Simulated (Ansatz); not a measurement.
Ansatz (a program for electronic structure) input file for BH6NO2Si, SMILES B(O)(O)[SiH2]N, B3LYP-D3(BJ)/def2-SVP. 

Ansatz 0.2 input:
```yaml
crystal:
  periodic: [false, false, false]
  atoms:
    - {symbol: Si, position_ang: [-0.82995203, -0.66184731, 0.41245916]}
    - {symbol: N, position_ang: [-2.00743881, 0.53317849, -0.06759975]}
    - {symbol: B, position_ang: [0.91784321, 0.06808326, -0.12717231]}
    - {symbol: O, position_ang: [2.04527830, -0.42378489, 0.43139268]}
    - {symbol: O, position_ang: [1.08742824, 1.04719271, -1.06522811]}
    - {symbol: H, position_ang: [-0.95521137, -1.05816281, 1.83206646]}
    - {symbol: H, position_ang: [-1.29428082, -1.84189236, -0.33902372]}
    - {symbol: H, position_ang: [-2.98095167, 0.28244252, 0.00959933]}
    - {symbol: H, position_ang: [-1.89491073, 1.47533190, 0.27614933]}
    - {symbol: H, position_ang: [2.85670697, -0.03092649, 0.09963218]}
    - {symbol: H, position_ang: [0.28917939, 1.37914110, -1.47310858]}
basis:
  gaussian:
    orbitals: def2-SVP
hamiltonian:
  xc: b3lyp
  dispersion: d3bj
relax: {f_tol: 0.002, max_steps: 200}
```

Program output:

```
Functional definition: B3LYP
integrals: 0.06 GiB planned
1105 factors; integrals over basis functions are off by at most 5.3e-4 eV
mean field: 0.41 GiB planned
mean field evaluation 1: about -14220.7379 eV, gradient 8.0e1 eV
mean field evaluation 2: about -14204.4204 eV, gradient 1.2e2 eV
mean field evaluation 4: about -14232.2601 eV, gradient 3.4e0 eV
mean field evaluation 8: about -14232.3142 eV, gradient 6.2e-2 eV
mean field -14232.31423168 eV, -523.0279010051 hartree, gradient 3.5e-5 eV, S^2 0.000000; 0 other end points of the search recorded, 0 dependent functions left out
the calculation of the forces begins
reference -14232.31449457 eV, -523.0279106663 hartree; 24, 24 occupied and 80, 80 virtual orbitals, 1105 factors
relax step   1: F+E_penalty+E_count = -14232.68266726 eV  Δ(F+E_penalty+E_count) = +0.000e0 eV  max|allowed force component| = 1.081e0 eV/Å  Δτ_max = 0.0000 Å  (25 SCF iters, accepted)
these checks for a lower state are left out or cut short: starts, cluster_reference, orbital_swaps, neighbouring_geometries, increment
integrals: 0.06 GiB planned
1105 factors; integrals over basis functions are off by at most 6.2e-4 eV
mean field: 0.41 GiB planned
mean field evaluation 16: about -14232.2550 eV, gradient 6.9e0 eV
mean field -14232.42906069 eV, -523.0321208934 hartree, gradient 8.7e-6 eV, S^2 0.000000; 0 other end points of the search recorded, 0 dependent functions left out
the calculation of the forces begins
reference -14232.42932630 eV, -523.0321306544 hartree; 24, 24 occupied and 80, 80 virtual orbitals, 1105 factors
relax step   2: F+E_penalty+E_count = -14232.79681754 eV  Δ(F+E_penalty+E_count) = -1.142e-1 eV  max|allowed force component| = 3.366e-1 eV/Å  Δτ_max = 0.1339 Å  (29 SCF iters, accepted)
these checks for a lower state are left out or cut short: starts, cluster_reference, orbital_swaps, neighbouring_geometries, increment
integrals: 0.06 GiB planned
1105 factors; integrals over basis functions are off by at most 6.4e-4 eV
mean field: 0.41 GiB planned
mean field -14232.44996971 eV, -523.0328892858 hartree, gradient 2.4e-5 eV, S^2 0.000000; 0 other end points of the search recorded, 0 dependent functions left out
the calculation of the forces begins
reference -14232.45023662 eV, -523.0328990945 hartree; 24, 24 occupied and 80, 80 virtual orbitals, 1105 factors
relax step   3: F+E_penalty+E_count = -14232.81748518 eV  Δ(F+E_penalty+E_count) = -2.067e-2 eV  max|allowed force component| = 2.572e-1 eV/Å  Δτ_max = 0.0822 Å  (28 SCF iters, accepted)
these checks for a lower state are left out or cut short: starts, cluster_reference, orbital_swaps, neighbouring_geometries, increment
integrals: 0.06 GiB planned
1105 factors; integrals over basis functions are off by at most 6.4e-4 eV
mean field: 0.41 GiB planned
mean field evaluation 32: about -14232.4647 eV, gradient 1.5e-1 eV
mean field -14232.46476936 eV, -523.0334331628 hartree, gradient 2.3e-5 eV, S^2 0.000000; 0 other end points of the search recorded, 0 dependent functions left out
the calculation of the forces begins
reference -14232.46503658 eV, -523.0334429830 hartree; 24, 24 occupied and 80, 80 virtual orbitals, 1105 factors
relax step   4: F+E_penalty+E_count = -14232.83392250 eV  Δ(F+E_penalty+E_count) = -1.644e-2 eV  max|allowed force component| = 2.501e-1 eV/Å  Δτ_max = 0.1057 Å  (28 SCF iters, accepted)
these checks for a lower state are left out or cut short: starts, cluster_reference, orbital_swaps, neighbouring_geometries, increment
integrals: 0.06 GiB planned
1105 factors; integrals over basis functions are off by at most 6.3e-4 eV
mean field: 0.41 GiB planned
mean field -14232.47358330 eV, -523.0337570692 hartree, gradient 2.4e-5 eV, S^2 0.000000; 0 other end points of the search recorded, 0 dependent functions left out
the calculation of the forces begins
reference -14232.47384957 eV, -523.0337668545 hartree; 24, 24 occupied and 80, 80 virtual orbitals, 1105 factors
relax step   5: F+E_penalty+E_count = -14232.84598690 eV  Δ(F+E_penalty+E_count) = -1.206e-2 eV  max|allowed force component| = 2.407e-1 eV/Å  Δτ_max = 0.1074 Å  (29 SCF iters, accepted)
these checks for a lower state are left out or cut short: starts, cluster_reference, orbital_swaps, neighbouring_geometries, increment
integrals: 0.06 GiB planned
1105 factors; integrals over basis functions are off by at most 6.1e-4 eV
mean field: 0.41 GiB planned
mean field -14232.47680559 eV, -523.0338754862 hartree, gradient 2.1e-5 eV, S^2 0.000000; 0 other end points of the search recorded, 0 dependent functions left out
the calculation of the forces begins
reference -14232.47707089 eV, -523.0338852357 hartree; 24, 24 occupied and 80, 80 virtual orbitals, 1105 factors
relax step   6: F+E_penalty+E_count = -14232.85100942 eV  Δ(F+E_penalty+E_count) = -5.023e-3 eV  max|allowed force component| = 1.073e-1 eV/Å  Δτ_max = 0.0655 Å  (29 SCF iters, accepted)
these checks for a lower state are left out or cut short: starts, cluster_reference, orbital_swaps, neighbouring_geometries, increment
integrals: 0.06 GiB planned
1105 factors; integrals over basis functions are off by at most 6.1e-4 eV
mean field: 0.41 GiB planned
mean field -14232.47722697 eV, -523.0338909716 hartree, gradient 2.0e-5 eV, S^2 0.000000; 0 other end points of the search recorded, 0 dependent functions left out
the calculation of the forces begins
reference -14232.47749200 eV, -523.0339007114 hartree; 24, 24 occupied and 80, 80 virtual orbitals, 1105 factors
relax step   7: F+E_penalty+E_count = -14232.85214952 eV  Δ(F+E_penalty+E_count) = -1.140e-3 eV  max|allowed force component| = 4.846e-2 eV/Å  Δτ_max = 0.0422 Å  (29 SCF iters, accepted)
these checks for a lower state are left out or cut short: starts, cluster_reference, orbital_swaps, neighbouring_geometries, increment
integrals: 0.06 GiB planned
1105 factors; integrals over basis functions are off by at most 6.2e-4 eV
mean field: 0.41 GiB planned
mean field evaluation 64: about -14232.4779 eV, gradient 2.0e-5 eV
mean field -14232.47790453 eV, -523.0339158715 hartree, gradient 2.0e-5 eV, S^2 0.000000; 0 other end points of the search recorded, 0 dependent functions left out
the calculation of the forces begins
reference -14232.47816980 eV, -523.0339256199 hartree; 24, 24 occupied and 80, 80 virtual orbitals, 1105 factors
relax step   8: F+E_penalty+E_count = -14232.85213971 eV  Δ(F+E_penalty+E_count) = +9.810e-6 eV  max|allowed force component| = 5.884e-2 eV/Å  Δτ_max = 0.0364 Å  (30 SCF iters, rejected (line search))
these checks for a lower state are left out or cut short: starts, cluster_reference, orbital_swaps, neighbouring_geometries, increment
integrals: 0.06 GiB planned
1105 factors; integrals over basis functions are off by at most 6.2e-4 eV
mean field: 0.41 GiB planned
mean field -14232.47818672 eV, -523.0339262417 hartree, gradient 2.0e-5 eV, S^2 0.000000; 0 other end points of the search recorded, 0 dependent functions left out
the calculation of the forces begins
reference -14232.47845181 eV, -523.0339359837 hartree; 24, 24 occupied and 80, 80 virtual orbitals, 1105 factors
relax step   9: F+E_penalty+E_count = -14232.85272421 eV  Δ(F+E_penalty+E_count) = -5.747e-4 eV  max|allowed force component| = 1.894e-2 eV/Å  Δτ_max = 0.0177 Å  (29 SCF iters, accepted)
these checks for a lower state are left out or cut short: starts, cluster_reference, orbital_swaps, neighbouring_geometries, increment
integrals: 0.06 GiB planned
1105 factors; integrals over basis functions are off by at most 6.2e-4 eV
mean field: 0.41 GiB planned
mean field -14232.47857401 eV, -523.0339404744 hartree, gradient 2.0e-5 eV, S^2 0.000000; 0 other end points of the search recorded, 0 dependent functions left out
the calculation of the forces begins
reference -14232.47883903 eV, -523.0339502138 hartree; 24, 24 occupied and 80, 80 virtual orbitals, 1105 factors
relax step  10: F+E_penalty+E_count = -14232.85291438 eV  Δ(F+E_penalty+E_count) = -1.902e-4 eV  max|allowed force component| = 1.832e-2 eV/Å  Δτ_max = 0.0243 Å  (29 SCF iters, accepted)
these checks for a lower state are left out or cut short: starts, cluster_reference, orbital_swaps, neighbouring_geometries, increment
integrals: 0.06 GiB planned
1105 factors; integrals over basis functions are off by at most 6.2e-4 eV
mean field: 0.41 GiB planned
mean field -14232.47859272 eV, -523.0339411620 hartree, gradient 1.9e-5 eV, S^2 0.000000; 0 other end points of the search recorded, 0 dependent functions left out
the calculation of the forces begins
reference -14232.47885774 eV, -523.0339509013 hartree; 24, 24 occupied and 80, 80 virtual orbitals, 1105 factors
relax step  11: F+E_penalty+E_count = -14232.85292521 eV  Δ(F+E_penalty+E_count) = -1.083e-5 eV  max|allowed force component| = 1.021e-2 eV/Å  Δτ_max = 0.0036 Å  (22 SCF iters, accepted)
these checks for a lower state are left out or cut short: starts, cluster_reference, orbital_swaps, neighbouring_geometries, increment
integrals: 0.06 GiB planned
1105 factors; integrals over basis functions are off by at most 6.2e-4 eV
mean field: 0.41 GiB planned
mean field -14232.47862191 eV, -523.0339422346 hartree, gradient 6.4e-5 eV, S^2 0.000000; 0 other end points of the search recorded, 0 dependent functions left out
the calculation of the forces begins
reference -14232.47888690 eV, -523.0339519729 hartree; 24, 24 occupied and 80, 80 virtual orbitals, 1105 factors
relax step  12: F+E_penalty+E_count = -14232.85294661 eV  Δ(F+E_penalty+E_count) = -2.140e-5 eV  max|allowed force component| = 1.757e-3 eV/Å  Δτ_max = 0.0024 Å  (20 SCF iters, accepted)
integrals: 0.06 GiB planned
1105 factors; integrals over basis functions are off by at most 6.2e-4 eV
mean field: 0.41 GiB planned
mean field evaluation 96: about -14232.4523 eV, gradient 2.5e-1 eV
mean field -14232.47862191 eV, -523.0339422346 hartree, gradient 6.4e-5 eV, S^2 0.000000; 1 other end points of the search recorded, 0 dependent functions left out
the calculation of the forces begins
reference -14232.47888690 eV, -523.0339519729 hartree; 24, 24 occupied and 80, 80 virtual orbitals, 1105 factors
Total energy: -14232.85321160 eV, -523.0477081519 hartree
Atom 0 at    -0.842653    -0.688566     0.468760 Å, force     0.001153    -0.000263    -0.000056 eV/Å
Atom 1 at    -1.862204     0.631986    -0.149430 Å, force    -0.000151     0.000369    -0.000009 eV/Å
Atom 2 at     0.980423     0.018204    -0.081408 Å, force    -0.001690    -0.000579     0.001048 eV/Å
Atom 3 at     2.181763    -0.446838     0.347227 Å, force     0.000199     0.000043    -0.000406 eV/Å
Atom 4 at     0.907920     1.038577    -0.981098 Å, force    -0.000417     0.000408    -0.001757 eV/Å
Atom 5 at    -1.044802    -1.002579     1.920711 Å, force    -0.000254    -0.000194    -0.000015 eV/Å
Atom 6 at    -1.259292    -1.901549    -0.300261 Å, force     0.000096     0.000394     0.000522 eV/Å
Atom 7 at    -2.814322     0.398400    -0.424870 Å, force    -0.000104     0.000486     0.000247 eV/Å
Atom 8 at    -1.899000     1.470605     0.429503 Å, force    -0.000005    -0.001217    -0.000742 eV/Å
Atom 9 at     2.918593     0.024043    -0.071350 Å, force     0.000298    -0.000135     0.000345 eV/Å
Atom 10 at    -0.032736     1.226471    -1.168617 Å, force     0.000875     0.000689     0.000822 eV/Å
Dipole moment:    -0.262149     0.263784    -0.036007 e Å
```

Self-consistency was reached.

Cost: very roughly 70 core-seconds.
